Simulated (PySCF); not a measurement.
**Radial density of Be³⁺ (beryllium, charge +3)**

UHF, 1s1, 2S determinant. Calculation: PySCF 2.14, in an even-tempered Gaussian basis (17 s from 0.49 bohr⁻², ratio 2.2; 7 p from 0.82 bohr⁻², ratio 2.4; 4 d from 2.5 bohr⁻², ratio 2.4; 3 f from 3.7 bohr⁻², ratio 2.4; 3 g from 5.5 bohr⁻², ratio 2.4); scalar relativity by spin-free X2C-1e.

| r (bohr) | 4πr²ρ (e/bohr) | 4πr²(ρα − ρβ) |
| --- | --- | --- |
| 0.00561 | 0.007847 | 0.0078 |
| 0.00944 | 0.02142 | 0.0214 |
| 0.0159 | 0.05732 | 0.0573 |
| 0.0267 | 0.1483 | 0.1483 |
| 0.0449 | 0.3618 | 0.3618 |
| 0.0755 | 0.8001 | 0.8001 |
| 0.127 | 1.497 | 1.4975 |
| 0.214 | 2.116 | 2.1163 |
| 0.360 | 1.864 | 1.8642 |
| 0.605 | 0.7413 | 0.7413 |
| 1.02 | 0.07738 | 0.0774 |
| 1.71 | 0.0008647 | 0.0009 |

Densities and radii are taken from the X2C orbitals without a picture-change correction, which distorts them close to the nucleus.
